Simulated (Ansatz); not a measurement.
Reactions of C$_{3}$H$_{5}$BO, SMILES `BC1OC1=C`.

Gas-phase electronic energies from Ansatz, PBE0-D4/def2-TZVP geometries. CCSD(T)/CBS adds triple-zeta CCSD(T) − MP2 to the extrapolated MP2 energy (def2 sets, frozen cores). This one scheme is used for every species. DFT in def2-TZVPP. Each species was taken in one conformer, which may not be the lowest.

| reaction | CCSD(T)/CBS(def2) (kJ/mol) |
| --- | --- |
| `BC1OC1=C` + H₂ → `C=C1CO1` + BH₃ | ? |
| `BC1OC1=C` → `OCB1C=C1` | -105 |
| `BC1OC1=C` → `C#CBCO` | -81 |
| `BC1OC1=C` + `CNCF` → `BN(C)CF` + `C=C1CO1` | -128 |

(1) Fill in the missing values. (An estimate is asked.)

Largest T1 diagnostic: 0.014, for `BC1OC1=C`.

## Answers

(1) Computed: `BC1OC1=C` + H₂ → `C=C1CO1` + BH₃: +3.7 kJ/mol.
